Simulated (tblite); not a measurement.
Question: What does the GFN2-xTB structure of `C1=CC[C@H]2[C@@]1(C2)[C]=C` [radical] look like in three dimensions? (Doublet state.)

Answer: 
```
atom  x, y, z in Å
C1     2.8117   -0.7464    0.5230
C2     1.7801   -0.3861   -0.1717
C3     0.4175   -0.0113   -0.1632
C4    -0.6093   -0.9226   -0.7365
C5    -1.7658   -0.8287   -0.0965
C6    -1.7204    0.1327    1.0589
C7    -0.3289    0.7204    0.9907
C8     0.0268    1.4561   -0.2551
H9     2.7869   -0.9297    1.5997
H10    3.7788   -0.9098    0.0679
H11   -0.3870   -1.5644   -1.5704
H12   -2.6680   -1.3632   -0.3401
H13   -2.4923    0.9021    0.9630
H14   -1.8905   -0.3897    2.0040
H15    0.1871    0.9579    1.9081
H16    0.8303    2.1758   -0.1994
H17   -0.7639    1.7190   -0.9429
```

Orientation and origin are arbitrary. Atoms count from 1 in this order. The 3-membered ring C3–C7–C8 has internal angles of 57.9° to 62.3°. C5 (carbon bonded to 2 C and H) is planar (angles 125.9°, 121.1° and 113.0°, sum 360.0°, 0.00 Å off the plane of its three neighbours). The 9 C–C bonds span 1.295 Å (C1=C2, drawn double) to 1.557 Å (C3–C7, drawn single), a spread of 0.262 Å. Of the pairs four or more bonds apart, C5···H17 is among the closest relative to their van der Waals radii: 2.87 Å, 99 % of the sum of Bondi's values.

Bonds between heavy atoms (Å): C1=C2 1.295, C2–C3 1.413, C3–C4 1.488, C4=C5 1.325, C5–C6 1.504, C6–C7 1.512, C7–C8 1.490, C3–C7 1.557, C3–C8 1.521.

The geometry is computed with GFN2-xTB (gas phase). This method treats the open shell by occupation alone, without spin polarisation.

Point group: C1 (no symmetry element, even within 0.4 Å). Its GFN2-xTB frequencies are all real (lowest 79 cm⁻¹). Torsions: C1–C2–C3–C4 -111°. 2 starts were optimised and ended at 0.00 and 0.14 kcal/mol (GFN2-xTB); the lowest of these is shown.

One conformer stands for the species.
